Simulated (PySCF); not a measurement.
**`C=C(CCN)OC(F)F`: 4 charge schemes on one density**

Species: C₅H₉F₂NO.
Z-matrix (Å and degrees, GFN2-xTB geometry), rows numbered from 1:
```
C 
C   1  1.3223
C   2  1.4999  1  125.07
C   3  1.5354  2  110.14  1    83.17
N   4  1.4530  3  110.08  2    50.08
O   2  1.3891  1  124.36  3   178.48
C   6  1.3441  2  118.33  1   -23.18
F   7  1.3425  6  108.14  2  -160.04
F   7  1.3619  6  112.35  2    83.92
H   1  1.0737  2  119.80  3     1.29
H   1  1.0748  2  123.53  3  -179.99
H   3  1.0905  2  108.02  1  -157.24
H   3  1.0891  2  110.48  1   -37.79
H   4  1.0940  3  109.26  2   -67.44
H   4  1.1035  3  108.45  2   175.03
H   5  1.0137  4  110.51  3   176.47
H   5  1.0149  4  110.38  3    57.07
H   7  1.1063  6  114.26  2   -38.63
```

Density: PBE0/pcSseg-1 (PySCF); schemes: Mulliken, IAO, Hirshfeld and ESP-fitted. Isolated species at its GFN2-xTB geometry (one conformer only).

Problem. Which atoms carry the lowest charge in the Mulliken, IAO, Hirshfeld and ESP-fitted schemes?

Solution. All schemes agree: Mulliken N5 (-0.462); IAO N5 (-0.582); Hirshfeld N5 (-0.237); ESP-fitted N5 (-0.899).

Problem. At which atom do the 4 schemes differ most?

Solution. At N5: from -0.899 (ESP-fitted) to -0.237 e (Hirshfeld), 0.662 e apart.

Problem. For which atoms does the sign change between the 4 schemes (beyond +0.03 e in one, beyond −0.03 e in another)?

Solution. C4 and H15.

Problem. What partial charge does each atom carry?

Solution. In e:

```csv
atom,environment,Mulliken,IAO,Hirshfeld,ESP-fitted
C1,terminal =CH2 carbon,-0.150,-0.406,-0.142,-0.580
C2,vinylic carbon bearing oxygen,+0.028,+0.218,+0.085,+0.289
C3,allylic carbon,-0.189,-0.275,-0.073,-0.340
C4,sp3 carbon bound to nitrogen,-0.065,-0.134,-0.024,+0.321
N5,primary amine nitrogen,-0.462,-0.582,-0.237,-0.899
O6,ether oxygen,-0.456,-0.327,-0.108,-0.283
C7,CHF2 carbon,+0.688,+0.610,+0.206,+0.539
F8,fluorine of a CF2 group,-0.281,-0.290,-0.108,-0.226
F9,fluorine of a CF2 group,-0.304,-0.315,-0.117,-0.231
H10,vinylic hydrogen,+0.116,+0.161,+0.050,+0.218
H11,vinylic hydrogen,+0.135,+0.160,+0.041,+0.203
H12,methylene hydrogen,+0.140,+0.153,+0.044,+0.146
H13,methylene hydrogen,+0.138,+0.154,+0.053,+0.110
H14,methylene hydrogen,+0.121,+0.139,+0.038,+0.033
H15,methylene hydrogen,+0.107,+0.108,+0.029,-0.032
H16,N–H hydrogen,+0.173,+0.247,+0.113,+0.345
H17,N–H hydrogen,+0.176,+0.243,+0.105,+0.339
H18,methine hydrogen,+0.086,+0.137,+0.046,+0.049
```

Mean size of the charges over all atoms: ESP-fitted 0.288 e, IAO 0.259 e, Mulliken 0.212 e, Hirshfeld 0.090 e. Each set sums to the total charge, 0, to within 0.001 e. The ESP scheme is a least-squares fit of atom-centred charges to the potential on four shells outside the van der Waals surface, with the total charge fixed.

Problem. How closely do the schemes follow one another over all atoms?

Solution. Correlation coefficient and root-mean-square difference: IAO with Hirshfeld 0.99, 0.190 e; Mulliken with IAO 0.95, 0.096 e; Hirshfeld with ESP-fitted 0.93, 0.259 e; Mulliken with Hirshfeld 0.93, 0.173 e; IAO with ESP-fitted 0.90, 0.155 e; Mulliken with ESP-fitted 0.81, 0.208 e.

Problem. Sum the charges by element, for elements with more than one atom.

Solution. 
```csv
element,atoms,Mulliken,IAO,Hirshfeld,ESP-fitted
C,5,+0.311,+0.012,+0.053,+0.229
F,2,-0.585,-0.605,-0.225,-0.457
H,9,+1.191,+1.502,+0.518,+1.410
```

Problem. How many electrons does the ESP-fitted scheme count on C4?

Solution. Z − q = 6 − (+0.321) = 5.679.
